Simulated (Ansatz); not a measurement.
Saddle point of GePH$_{7}$, singlet (GeH₄ + PH₃ → GePH₅ ([PH2][GeH3]) + H₂; bonds formed: Ge1–P7, H2–H6; bonds broken: Ge1–H2, H6–P7), PBE0-D4/def2-TZVP structure:

```
9
angstrom
Ge -0.8710 0.7829 -0.2922
H -0.7013 -1.0821 -0.3258
H -1.5264 0.7223 -1.6938
H -1.9278 0.8246 0.8210
H -0.0838 2.1112 -0.2925
H -0.0238 -1.6160 0.3013
P 1.1073 -0.5569 0.7587
H 2.4613 -0.4716 1.2926
H 1.5654 -0.7142 -0.5694
```

Energies are electronic, without zero-point energy. Barriers and step energies count from the start structure reached by relaxing down the imaginary mode; all methods use the PBE0-D4 structures, on which another method's saddle can fall below an end. Ansatz 0.2.0; basis: def2-TZVPP, with def2-QZVPP for the basis limit; cores frozen in the correlated methods. Filled d shells of the heavier atoms are correlated. The def2 sets are not built for correlating such inner shells, so the correlated values are less sure here. B3LYP uses VWN-RPA correlation. Extrapolation: Hartree–Fock as exp(−7.88 √X), correlation as X^−2.97.

```csv
method,barrier (kJ/mol),step energy (kJ/mol)
SPW92,188.4,-0.4
PBE-D4,211.8,-7.4
BLYP-D4,232.2,-2.4
r2SCAN-D4,235.4,-3.9
B97M-V,?,6.0
PBE0-D4,?,-3.6
B3LYP-D4,253.3,1.1
r2SCAN0-D4,253.8,-1.6
BHLYP-D4,285.9,6.1
CAM-B3LYP-D4,?,8.1
wB97X-V,278.5,3.4
wB97M-V,270.0,2.5
B2PLYP,266.8,2.7
PBE-QIDH,263.0,-1.5
RPA on PBE,272.9,5.2
HF,359.1,20.0
MP2,267.0,-4.4
CCSD,287.9,6.4
CCSD(T),271.7,2.2
```

**Question.** Fill in the withheld barriers. (To be estimated.)

**Answer.** Computed: PBE0-D4 238.7; CAM-B3LYP-D4 274.6; B97M-V 246.2 kJ/mol. Each is the energy of the saddle less that of the start structure, by the same method.

For comparison, the barrier by CCSD(T) at an estimated basis limit (MP2 extrapolated from triple and quadruple zeta, plus CCSD(T) − MP2 in triple zeta) is 268.7 kJ/mol.

The T1 diagnostic stays at or below 0.013.

Labels in which every atom is bracketed show which atoms are joined, not bond orders.

For scale, one of the runs: CCSD(T)/def2-TZVPP, 188 basis functions, launched by `ansatz run in.yaml --threads 2 --pin off --events-out ev --progress --plain --max-ram 4352MiB`. The run took 53 s on 2 CPU threads of an Arm Neoverse V1 (shared host), with 1.9 GiB of host memory at its peak.
